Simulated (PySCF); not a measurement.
# Two-component Hartree-Fock for Ir⁵⁰⁺ (iridium, charge +50)

Start: [Ar] 3d9; 3d3/2 filled at m_j = -3/2, -1/2, +1/2, +3/2; 3d5/2 filled at m_j = -3/2, -1/2, +1/2, +3/2, +5/2. Calculated with PySCF 2.14 in an even-tempered Gaussian basis (15 s from 13 bohr⁻², ratio 2.8; 13 p from 17 bohr⁻², ratio 2.8; 8 d from 17 bohr⁻², ratio 2.8; 3 f from 63 bohr⁻², ratio 3): generalised Hartree-Fock with the X2C-1e Hamiltonian and a Gaussian nucleus; one run each with spin-orbit coupling (SO) switched off, then screened by Boettger's factors.

| spinor shell | electrons | ε, spin-free (eV) | ε, screened SO (eV) | weight of nominal j (screened SO) | rms radius, screened SO (bohr) |
| --- | --- | --- | --- | --- | --- |
| 1s1/2 | 2 | -79350.2 | -79323.8 | 1.000 | 0.0197 |
| 2s1/2 | 2 | -16282.0 | -16273.6 | 1.000 | 0.0794 |
| 2p1/2 | 2 | -14522.7 | -15700.3 | 1.000 | 0.0673 |
| 2p3/2 | 4 | -14522.7 | -14053.7 | 1.000 | 0.0749 |
| 3s1/2 | 2 | -5792.8 | -5790.4 | 1.000 | 0.199 |
| 3p1/2 | 2 | -5263.4 | -5543.5 | 1.000 | 0.190 |
| 3p3/2 | 4 | -5263.4 | -5149.8 | 1.000 | 0.205 |
| 3d3/2 | 4 | -4714.8 | -4765.1 | 0.998 | 0.177 |
| 3d5/2 | 5 | -4714.8 | -4679.5 | 0.998 | 0.181 |

| quantity | spin-free | screened SO |
| --- | --- | --- |
| E (hartree) | -15882.73850 | -15907.82459 |
| M_J | 5/2 | 5/2 |
| ⟨J²⟩ | 8.750 | 8.750 |
| ⟨L²⟩ | 6.000 | 6.073 |
| ⟨S²⟩ | 0.750 | 0.823 |

Each row is a mean over spinors that exchange with the open shell spreads, by up to 28.281 eV (3p3/2).

Breit and QED terms are absent; they matter most for the inner s and p1/2 levels.

Densities and radii are taken from the X2C orbitals without a picture-change correction, which distorts them close to the nucleus.

Without spin-orbit coupling the j labels of p, d and f shells carry no meaning; the spin-free column gives the mean over the occupied spinors of each nl shell.
